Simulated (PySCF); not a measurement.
Isomers of C6H11OP.

All values: PBE0/pcSseg-1 (PySCF) at GFN2-xTB geometries, gas phase, one conformer each.

Problem. Rank by the highest IAO charge on any atom, lowest value first.
A. `[CH:1]#[C:2][P:3](=[O:4])([CH2:5][CH3:6])[CH2:7][CH3:8]` with C2–P3–C5–C6 57°, C2–P3–C7–C8 -178°
B. `[CH3:1][C:2]1=[C:3]([CH3:4])[P@@H:5](=[O:6])[CH2:7][CH2:8]1` with C2–C3–P5–O6 -138°, C3–P5–C7–C8 22°, P5–C7–C8–C2 -26°, C1–C2–C8–C7 -162°
C. `[CH3:1][C@@H:2]1[CH2:3][P@@:4]1(=[O:5])[CH:6]1[CH2:7][CH2:8]1` with C3–P4–C6–C7 21°
D. `[CH3:1][C:2]([CH3:3])([CH3:4])[CH2:5][P:6]=[C:7]=[O:8]` with C2–C5–P6–C7 91°
E. `[CH:1]#[C:2][P:3]([CH3:4])[CH2:5][CH2:6][CH2:7][OH:8]` with C2–P3–C5–C6 -74°, P3–C5–C6–C7 -179°, C5–C6–C7–O8 63°, C6–C7–O8–H 178°
F. `[CH:1]#[C:2][P@@H:3](=[O:4])[C@@H:5]([CH3:6])[CH2:7][CH3:8]` with C2–P3–C5–C6 62°, P3–C5–C7–C8 -60°

Solution. D (+0.161 e), E (+0.558 e), B (+1.404 e), F (+1.428 e), C (+1.462 e), A (+1.544 e).

Problem. Rank by HOMO–LUMO gap, highest first.
A. `[CH2:1]=[CH:2][P@H:3](=[O:4])[CH:5]1[CH2:6][CH2:7][CH2:8]1` with C1–C2–P3–O4 4°, C2–P3–C5–C6 179°, P3–C5–C6–C7 -100°, C5–C6–C7–C8 -11°, C6–C7–C8–C5 11°, P3–C5–C8–C7 100°
B. `[CH3:1][P@@H:2](=[O:3])[C:4]1=[CH:5][CH2:6][CH2:7][CH2:8]1` with C1–P2–C4–C5 -126°, C4–C5–C6–C7 13°, C5–C6–C7–C8 -20°, C6–C7–C8–C4 20°, P2–C4–C8–C7 169°
C. `[CH3:1][CH2:2][C:3]([CH3:4])([CH3:5])[P:6]=[C:7]=[O:8]` with C1–C2–C3–C4 179°, C2–C3–P6–C7 180°
D. `[CH3:1][C:2]1=[C:3]([CH3:4])[CH2:5][PH:6](=[O:7])[CH2:8]1` with C2–C3–C5–P6 19°, C3–C5–P6–O7 -152°, C5–P6–C8–C2 26°, C1–C2–C8–P6 162°
E. `[CH3:1][C@@H:2]1[CH2:3][P@@:4]1(=[O:5])[CH:6]1[CH2:7][CH2:8]1` with C3–P4–C6–C7 21°
F. `[CH3:1][C:2]([CH3:3])([CH3:4])[CH2:5][P:6]=[C:7]=[O:8]` with C2–C5–P6–C7 91°

Solution. E (7.77 eV), D (7.33 eV), B (7.13 eV), A (6.93 eV), F (4.82 eV), C (4.70 eV).

Problem. Rank by HOMO energy, lowest first.
A. `[CH3:1][C:2]1=[C:3]([CH3:4])[CH2:5][PH:6](=[O:7])[CH2:8]1` with C2–C3–C5–P6 19°, C3–C5–P6–O7 -152°, C5–P6–C8–C2 26°, C1–C2–C8–P6 162°
B. `[CH3:1][C:2]([CH3:3])([CH3:4])[CH2:5][P:6]=[C:7]=[O:8]` with C2–C5–P6–C7 91°
C. `[CH3:1][C:2]1=[C:3]([CH3:4])[P@@H:5](=[O:6])[CH2:7][CH2:8]1` with C2–C3–P5–O6 -138°, C3–P5–C7–C8 22°, P5–C7–C8–C2 -26°, C1–C2–C8–C7 -162°
D. `[CH:1]#[C:2][P@@H:3](=[O:4])[C@@H:5]([CH3:6])[CH2:7][CH3:8]` with C2–P3–C5–C6 62°, P3–C5–C7–C8 -60°
E. `[CH3:1][C:2]#[C:3][P@H:4](=[O:5])[CH:6]([CH3:7])[CH3:8]` with C3–P4–C6–C7 -53°
F. `[CH:1]#[C:2][P:3]([CH3:4])[CH2:5][CH2:6][CH2:7][OH:8]` with C2–P3–C5–C6 -74°, P3–C5–C6–C7 -179°, C5–C6–C7–O8 63°, C6–C7–O8–H 178°

Solution. D (-7.78 eV), E (-7.54 eV), C (-7.27 eV), A (-7.06 eV), F (-6.70 eV), B (-6.55 eV).

All values together:

```csv
SMILES,μ (D),HOMO (eV),LUMO (eV),lowest IAO charge (e),highest IAO charge (e),lowest Hirshfeld charge (e),highest Hirshfeld charge (e)
CC#C[P@H](=O)C(C)C,4.68,-7.54,-0.04,-0.912 (O),+1.437 (P),-0.398 (O),+0.414 (P)
CC(C)(C)CP=C=O,2.26,-6.55,-1.73,-0.420 (C),+0.161 (C),-0.134 (O),+0.127 (C)
C[C@@H]1C[P@@]1(=O)C1CC1,4.20,-6.81,0.96,-0.892 (O),+1.462 (P),-0.393 (O),+0.408 (P)
C=C[P@H](=O)C1CCC1,3.52,-7.60,-0.67,-0.928 (O),+1.412 (P),-0.385 (O),+0.406 (P)
CC1=C(C)[P@@H](=O)CC1,4.80,-7.27,-0.30,-0.917 (O),+1.404 (P),-0.408 (O),+0.394 (P)
C=C[P@](C)(=O)C(=C)C,3.45,-7.55,-0.73,-0.932 (O),+1.523 (P),-0.394 (O),+0.434 (P)
C#CP(=O)(CC)CC,4.19,-7.57,-0.16,-0.914 (O),+1.544 (P),-0.398 (O),+0.445 (P)
CC1=C(C)C[PH](=O)C1,4.56,-7.06,0.27,-0.911 (O),+1.422 (P),-0.411 (O),+0.411 (P)
C[P@@H](=O)C1=CCCC1,4.28,-7.45,-0.31,-0.932 (O),+1.437 (P),-0.410 (O),+0.405 (P)
CCC(C)(C)P=C=O,2.51,-6.47,-1.77,-0.419 (C),+0.160 (C),-0.135 (O),+0.122 (C)
C#C[P@@H](=O)[C@@H](C)CC,4.03,-7.78,-0.39,-0.906 (O),+1.428 (P),-0.387 (O),+0.422 (P)
C#CP(C)CCCO,2.48,-6.70,0.22,-0.601 (C),+0.558 (P),-0.227 (O),+0.188 (P)
```

Conformers: `[CH3:1][C:2]#[C:3][P@H:4](=[O:5])[CH:6]([CH3:7])[CH3:8]` with C3–P4–C6–C7 -53°; `[CH3:1][C:2]([CH3:3])([CH3:4])[CH2:5][P:6]=[C:7]=[O:8]` with C2–C5–P6–C7 91°; `[CH3:1][C@@H:2]1[CH2:3][P@@:4]1(=[O:5])[CH:6]1[CH2:7][CH2:8]1` with C3–P4–C6–C7 21°; `[CH2:1]=[CH:2][P@H:3](=[O:4])[CH:5]1[CH2:6][CH2:7][CH2:8]1` with C1–C2–P3–O4 4°, C2–P3–C5–C6 179°, P3–C5–C6–C7 -100°, C5–C6–C7–C8 -11°, C6–C7–C8–C5 11°, P3–C5–C8–C7 100°; `[CH3:1][C:2]1=[C:3]([CH3:4])[P@@H:5](=[O:6])[CH2:7][CH2:8]1` with C2–C3–P5–O6 -138°, C3–P5–C7–C8 22°, P5–C7–C8–C2 -26°, C1–C2–C8–C7 -162°; `[CH2:1]=[CH:2][P@:3]([CH3:4])(=[O:5])[C:6](=[CH2:7])[CH3:8]` with C1–C2–P3–C4 125°, C2–P3–C6–C7 -58°; `[CH:1]#[C:2][P:3](=[O:4])([CH2:5][CH3:6])[CH2:7][CH3:8]` with C2–P3–C5–C6 57°, C2–P3–C7–C8 -178°; `[CH3:1][C:2]1=[C:3]([CH3:4])[CH2:5][PH:6](=[O:7])[CH2:8]1` with C2–C3–C5–P6 19°, C3–C5–P6–O7 -152°, C5–P6–C8–C2 26°, C1–C2–C8–P6 162°; `[CH3:1][P@@H:2](=[O:3])[C:4]1=[CH:5][CH2:6][CH2:7][CH2:8]1` with C1–P2–C4–C5 -126°, C4–C5–C6–C7 13°, C5–C6–C7–C8 -20°, C6–C7–C8–C4 20°, P2–C4–C8–C7 169°; `[CH3:1][CH2:2][C:3]([CH3:4])([CH3:5])[P:6]=[C:7]=[O:8]` with C1–C2–C3–C4 179°, C2–C3–P6–C7 180°; `[CH:1]#[C:2][P@@H:3](=[O:4])[C@@H:5]([CH3:6])[CH2:7][CH3:8]` with C2–P3–C5–C6 62°, P3–C5–C7–C8 -60°; `[CH:1]#[C:2][P:3]([CH3:4])[CH2:5][CH2:6][CH2:7][OH:8]` with C2–P3–C5–C6 -74°, P3–C5–C6–C7 -179°, C5–C6–C7–O8 63°, C6–C7–O8–H 178°.
